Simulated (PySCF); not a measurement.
Question: Give a PBE0-D3(BJ)/def2-SVP geometry of `CC[O][Al]([CH3])[F]`.

Answer: 
```xyz
14
C3H8AlFO angstrom
C     -2.288   -0.151    0.381
C     -1.257   -1.028   -0.303
O      0.055   -0.669    0.004
Al     1.018    0.688    0.282
C      2.869    0.490    0.800
F      0.340    2.203    0.093
H     -2.172    0.903    0.081
H     -3.310   -0.471    0.125
H     -2.178   -0.208    1.476
H     -1.411   -2.081   -0.003
H     -1.408   -0.993   -1.399
H      3.407    1.449    0.808
H      3.394   -0.199    0.118
H      2.938    0.053    1.809
```

Any rigid rotation of these coordinates is as good. Atoms count from 1 in this order. Al4 (aluminium bonded to C, F and O) is planar (angles 120.9°, 120.5° and 118.6°, sum 360.0°, 0.00 Å off the plane of its three neighbours). O3 (oxygen bonded to Al and C) is bent (angle 141.3°).

Bonds between heavy atoms (Å): C1–C2 1.516, C2–O3 1.394, O3–Al4 1.688, Al4–C5 1.932, Al4–F6 1.670.

Computed, not measured: PBE0-D3(BJ)/def2-SVP geometry optimisation, gas phase (PySCF 2.14.0).

Point group: C1 (no symmetry element, even within 0.4 Å). Stationary, but not proved a minimum. The numbers are those of one conformer (C1–C2–O3–Al4 -37°, C2–O3–Al4–C5 176°).
